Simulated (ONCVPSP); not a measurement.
# LDA (Perdew-Wang 92) ONCV dataset for gold, scalar-relativistic all-electron reference.

```json
{"Element": "gold (Au)", "Generator": "ONCVPSP 4.0.1", "Type": "optimised norm-conserving Vanderbilt (ONCV)", "Functional": "LDA (Perdew-Wang 92)", "Relativity": "scalar-relativistic", "Frozen core": "[Kr] 4d10 4f14", "Valence charge": "19", "Reference configuration": "5s2 5p6 5d10 6s1", "Partial waves": "5s+6s: rc 1.60 bohr, ncon 4, nbas 7, qcut 9.9 1/bohr, 2 projectors; 5p: rc 1.55 bohr, ncon 3, nbas 7, qcut 9.9 1/bohr, 2 projectors, debl 1.7 Ha; 5d: rc 2.05 bohr, ncon 4, nbas 9, qcut 6.2 1/bohr, 1 projector; f scattering state at 0.43 Ha: rc 1.70 bohr, ncon 5, nbas 9, qcut 7.5 1/bohr, 2 projectors, debl 3.6 Ha", "Local potential": "polynomial inside 1.05 bohr (lpopt 5, dvloc0 4 Ha)", "Core correction": "Teter function, fcfact 2, rcfact 1.05"}
```

In the p channel the program set the typed energies aside and used -2.207, 0.250 Ha.

All-electron outer shells of the reference configuration (LDA (PZ), scalar-relativistic, ld1.x):

```json
{"shell": "5s", "level (eV)": "-108.78", "outermost node (bohr)": "0.48", "outermost maximum (bohr)": "0.84"}
{"shell": "4f", "level (eV)": "-81.59", "outermost node (bohr)": "–", "outermost maximum (bohr)": "0.37"}
{"shell": "5p", "level (eV)": "-60.06", "outermost node (bohr)": "0.52", "outermost maximum (bohr)": "0.96"}
{"shell": "5d", "level (eV)": "-7.12", "outermost node (bohr)": "0.56", "outermost maximum (bohr)": "1.21"}
{"shell": "6s", "level (eV)": "-6.09", "outermost node (bohr)": "1.11", "outermost maximum (bohr)": "2.32"}
```

Q: Does the generator finish with these settings?

A: Yes, a potential is produced and its reference levels are reproduced.

Q: Estimate the cutoffs (Ha) at which the residual kinetic energy of the hardest occupied pseudo-wave falls to 1 and 0.1 mHa per electron.

A: 31 Ha and 37 Ha. The cutoffs count occupied waves only; projector 2 of the f channel, the hardest unoccupied one, needs 127 Ha at the loose tolerance.

Q: Does the potential have ghost states?

A: No bound ghost flagged; GHOST(+) flagged for s at 217.4 eV.

Q: Tests: 5s2 5p6 5d10 6s0; 5s2 5p6 5d9 6s0; 5s2 5p6 5d8 6s0; 5s2 5p6 5d10 6s0.5. Which has the largest error in its energy relative to the reference configuration, and how large is it?

A: 5s2 5p6 5d8 6s0, with -12 meV (all-electron minus pseudo) on +65.44 eV.
